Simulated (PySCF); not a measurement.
**TDDFT excited states: C6H12Ge**

C6H12Ge.
Numbering: `[CH2:1]=[C:2]([CH2:3][GeH3:4])[CH:5]1[CH2:6][CH2:7]1` (hydrogens: H8, H9 on C1; H10, H11 on C3; H12, H13, H14 on Ge4; H15 on C5; H16, H17 on C6; H18, H19 on C7)

Theory: PySCF 2.14.0, density-fitted response routines, TDDFT wB97X-D/def2-SVPD, vertical, gas phase, core orbitals frozen in the response. One conformer (not necessarily the lowest) at the PBE0-D3(BJ)/def2-SVP geometry, without solvent, vibrations or thermal averaging. Relativistic effects, spin–orbit coupling among them, are left out although an element past zinc is present. Torsions of this conformer, `[CH2:1]=[C:2]([CH2:3][GeH3:4])[CH:5]1[CH2:6][CH2:7]1`: C1–C2–C3–Ge4 -112°, C1–C2–C5–C6 83°.

```json
{"state": "S1", "E (eV)": "6.55", "λ (nm)": "189.3", "f": "0.379", "|μ| (D)": "3.90", "main configurations (H = HOMO, L = LUMO)": "H→L (60%), H→L+1 (28%)"}
{"state": "S2", "E (eV)": "6.79", "λ (nm)": "182.5", "f": "0.0036", "|μ| (D)": "0.37", "main configurations (H = HOMO, L = LUMO)": "H→L+1 (56%), H→L+2 (20%), H→L (14%)"}
{"state": "S3", "E (eV)": "7.45", "λ (nm)": "166.5", "f": "0.014", "|μ| (D)": "0.69", "main configurations (H = HOMO, L = LUMO)": "H→L+2 (42%), H→L (17%), H→L+3 (10%)"}
{"state": "S4", "E (eV)": "7.53", "λ (nm)": "164.7", "f": "0.095", "|μ| (D)": "1.82", "main configurations (H = HOMO, L = LUMO)": "H→L+4 (37%), H→L+3 (34%), H→L+2 (16%)"}
{"state": "S5", "E (eV)": "7.72", "λ (nm)": "160.6", "f": "0.017", "|μ| (D)": "0.76", "main configurations (H = HOMO, L = LUMO)": "H-2→L (29%), H→L+3 (19%), H→L+4 (16%)"}
{"state": "S6", "E (eV)": "7.77", "λ (nm)": "159.6", "f": "0.022", "|μ| (D)": "0.86", "main configurations (H = HOMO, L = LUMO)": "H-1→L (28%), H→L+4 (19%), H→L+3 (15%)"}
```

The lowest singlet comes at 189 nm (632 kJ/mol) in the vacuum ultraviolet; it is strong; its leading configuration is HOMO→LUMO (60%). The lowest level is also the most intense of those listed (f = 0.379). Löwdin shares by element: HOMO carbon 74% or more (atoms not listed hold the other 26%); LUMO carbon 29% or more, germanium 27%, hydrogen 8% or more (atoms not listed hold the other 36%). Orbital energies (eV): HOMO-3 -11.08, HOMO-2 -10.41, HOMO-1 -10.38, HOMO -8.59, LUMO 1.75, LUMO+1 2.10, LUMO+2 2.42. The listed states span 1.22 eV, and the widest gap between neighbours is 0.65 eV (S2 to S3). Weighted by f, the mean energy of these states is 6.84 eV. Singlets were solved by full linear response.
